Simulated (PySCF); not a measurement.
HPdN, triplet: data card

Level of theory: UPBE0 in PySCF with Pd def2-TZVP with ECP28, N def2-TZVP, H def2-TZVP; scalar-relativistic core potentials, no spin–orbit coupling; density-fitted integrals.

The structure is a minimum.

```xyz
3
charge 0 multiplicity 3, angstrom
Pd    0.1420    0.0000   -0.1488
N    -1.1638    0.0000    1.0673
H     1.2317    0.0000    0.9438
```

| Property | Result |
| --- | --- |
| Point group | Cs |
| Bond lengths | Pd–H 1.543 Å, Pd–N 1.784 Å |
| Bond angles | H–Pd–N 92.0° |
| Entropy at 298.15 K and 1 bar (electronic part: spin only) | 264.4 J/(mol K) |
| Heat capacity Cp at 298.15 K | 41.6 J/(mol K) |
| Spin squared ⟨S²⟩ | 2.038 |
| Principal quadrupole moments (Buckingham, traceless) about the centre of mass | -1.85, -0.44, 2.29 D Å |
| Zero-point energy | 19.7 kJ/mol |
| Rotational symmetry number | 1 |
| Rotational constants | 7.105, 0.4273, 0.4031 cm⁻¹ |
| Principal polarisabilities | 32.9, 35.7, 51.5 bohr³ |
| Enthalpy at 298.15 K above 0 K | 10.73 kJ/mol |
| Dipole moment | 2.97 D |
| Atomisation energy without zero-point energy | 435 kJ/mol |
| Lowest empty level (β) | -2.86 eV |
| Highest occupied level (β) | -7.09 eV |

Harmonic modes (masses in u: Pd 105.903, N 14.003, H 1.008):
| symmetry | ω (cm⁻¹) | IR (km/mol) | μ (u) |
| --- | --- | --- | --- |
| a' | 540 | 38.1 | 1.38 |
| a' | 697 | 4.1 | 3.66 |
| a' | 2059 | 44.2 | 1.02 |

Charges (e):
| atom | Mulliken | Löwdin | polar tensor | spin (Mulliken) | Mayer order to Pd1 |
| --- | --- | --- | --- | --- | --- |
| Pd1 | 0.27 | 0.12 | 0.41 | 0.22 | – |
| N2 | -0.29 | -0.12 | -0.22 | 1.86 | 1.50 |
| H3 | 0.01 | 0.01 | -0.19 | -0.07 | 0.91 |

Mulliken populations on Pd1 (electrons outside its core potential): s 2.67, p 6.17, d 8.88, f 0.00.

Outer orbital energies (eV). α occupied: -11.53, -11.08, -11.00, -10.33, -8.91, -7.64, -7.31, -7.31; empty: -2.48, -1.60, 0.26, 1.24. β occupied: -18.99, -11.19, -9.85, -9.54, -9.28, -8.73, -7.09; empty: -2.86, -2.26, -1.93, -0.66.

This need not be the most stable arrangement of these atoms. Other spin states or occupations of the open shell can lie lower.

The final relaxation and frequency run took roughly 2.8 core-minutes on a shared host.
